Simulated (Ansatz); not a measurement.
Consider the hydrogenolysis of a C–S bond: `[AlH2][NH]CS` + H₂ → `C[NH][AlH2]` + H₂S.

Isolated molecules relaxed with PBE0-D4/def2-TZVP in Ansatz; ΔE leaves out vibrations. CCSD(T)/CBS is the MP2 limit (def2-TZVPP, def2-QZVPP) plus CCSD(T) − MP2 in def2-TZVPP, frozen cores. This one scheme is used for every species. Each species was taken in one conformer, which may not be the lowest.

`[AlH2][NH]CS`:

```xyz
10

Al    1.884   -0.334   -0.274
N     0.332    0.504   -0.060
C    -0.839    0.009    0.591
S    -2.149   -0.666   -0.504
H     2.041   -1.733    0.447
H     2.997    0.402   -1.123
H     0.167    1.389   -0.517
H    -1.308    0.761    1.230
H    -0.582   -0.842    1.226
H    -2.543    0.511   -1.016
```

H₂:

Z-matrix (Å, degrees):
```
H
H 1 0.746
```

`C[NH][AlH2]`:

Cartesian coordinates in Å:
```
C 0.955 0.835 0.151
N -0.187 0.027 0.523
Al -1.124 -1.085 -0.482
H 1.851 0.582 0.730
H 0.767 1.907 0.281
H 1.195 0.674 -0.903
H -0.439 0.154 1.492
H -2.334 -1.845 0.202
H -0.685 -1.249 -1.995
```

H₂S:

Cartesian coordinates in Å:
```
S -0.521 0.313 0.121
H 0.703 0.670 -0.299
H -0.182 -0.983 0.178
```

```tsv
level	ΔE (eV)
CCSD(T)/def2-TZVPP	-0.65
HF/def2-QZVPP	-0.87
```

What does CCSD(T)/CBS give? (Best estimate.)

Ansatz gave: -0.62 eV. The listed levels differ from it by -0.03, -0.25 eV.

What do rigid-rotor, harmonic-oscillator terms from PBE0-D4/def2-TZVP frequencies (298.15 K, 1 bar) make of the CCSD(T)/CBS value? (Best estimate.)

The calculation gave: ΔZPE = +0.14 eV, ΔH = -0.50 eV, ΔS = 31 J/(mol·K), ΔG = -0.60 eV.

Largest T1 diagnostic among the species: 0.012.

From PBE to PBE0 (25 % exact exchange), in def2-TZVPP and without D4, ΔE moves by −0.06 eV. The D4 term adds +0.10 eV with B3LYP and +0.06 eV with PBE0; it sums over pairs of atoms, weighted by their polarisabilities, and B3LYP, whose exchange is more repulsive, gets the larger term.

B3LYP here is the variant with VWN-RPA as its local correlation; programs differ in this.
